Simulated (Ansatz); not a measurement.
AlBH$_{8}$Si$_{2}$. The species carries charge 0 and has multiplicity 1. The bonds changed during the relaxation, so this is another structure than the one it started from.

```xyz
12

Al    0.9168    0.4495   -0.9929
B    -1.0543   -0.3336   -0.1655
Si   -0.1888   -1.9691   -0.0604
Si   -0.5702    1.1255    1.0863
H     2.3798    0.0324   -0.5388
H     0.6174    1.3954   -2.2230
H    -1.8510   -0.1358   -1.0354
H    -0.3219   -3.0785   -1.0415
H     0.8647   -2.3019    0.9329
H    -1.4533    2.3150    1.1351
H    -0.0725    0.7640    2.4363
H     0.7333    1.7370    0.4670
```

Question: List the harmonic frequencies (cm⁻¹, unscaled) at PBE0-D4/def2-TZVP in Ansatz. (An estimate is asked.)

Answer: Ansatz gave: 114, 157, 191, 284, 331, 334, 400, 450, 470, 498, 524, 567, 666, 688, 718, 735, 778, 888, 920, 939, 993, 1123, 1833, 1911, 1942, 2222, 2236, 2240, 2253, 2624.

Question: Is this a minimum?

Answer: Yes, all 30 modes are real.

Question: Give the ideal-gas thermochemistry at 298.15 K and 1 bar (rigid rotor, harmonic oscillator; point group C1, symmetry number 1).

Answer: Zero-point energy 179.6 kJ/mol; H(298) − E = 203.4 kJ/mol; entropy 357.3 J/(mol·K), of which translation 166.5, rotation 114.2, vibration 76.5; G(298) − E = 96.9 kJ/mol.
